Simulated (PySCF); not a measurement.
Computed vibrations of [YbH3(NH3)]−

[YbH3(NH3)]− (singlet in the valence; each metal's 4f electrons, 14 of them, lie in its core potential, out of spins and levels). PySCF 2.14.0, RKS PBE0, Yb lcecp-0-SVP with ECP60, H def2-SVP, N def2-SVP; non-relativistic Hamiltonian with scalar-relativistic core potentials where named; density fitting; no spin-orbit coupling. Central differences of gradients.

```xyz
8

Yb    0.1310   -0.1573    0.1123
H     0.7739    2.0848    0.3310
H    -1.0465   -1.1009    1.7844
H     1.2305   -1.4312   -1.3826
N    -1.3898    1.5689   -1.1793
H    -2.2944    1.9108   -0.8571
H    -0.6433    2.1289   -0.6974
H    -1.3237    1.7568   -2.1787
```

Run from Python with OMP_NUM_THREADS=2. Where DIIS fails, smearing, a level shift and second-order steps follow.
It took 110 s on 2 threads of Intel(R) Xeon(R) Platinum 8375C CPU @ 2.90GHz (Ice Lake), on a shared host.

(1) What are the harmonic wavenumbers and infrared intensities?

(2) Is this a minimum?

An lcecp potential fixes the number of 4f electrons, so in runs with it no electron can move into or out of that shell.

Answers

(1) Negative numbers are unstable modes, those under 60 cm⁻¹ near the noise; a finer grid moves soft modes by up to 10 cm⁻¹.
```csv
cm⁻¹,km/mol,symmetry
100,9.4,
207,19.9,
254,298.0,
256,48.8,
336,9.1,
406,354.9,
487,323.4,
497,1046.8,
590,300.2,
902,546.3,
978,955.1,
1052,222.5,
1173,145.7,
1597,1.5,
1659,4.1,
3042,456.9,
3550,6.4,
3642,7.2,
```

(2) Yes. Ideal gas at 298.15 K and 1 bar: S = 330.2 J/(mol K), Cp = 98.0 J/(mol K), H − H(0 K) = 19.6 kJ/mol (rigid rotor, harmonic modes, spin degeneracy alone, that of the 4f electrons in the core included).
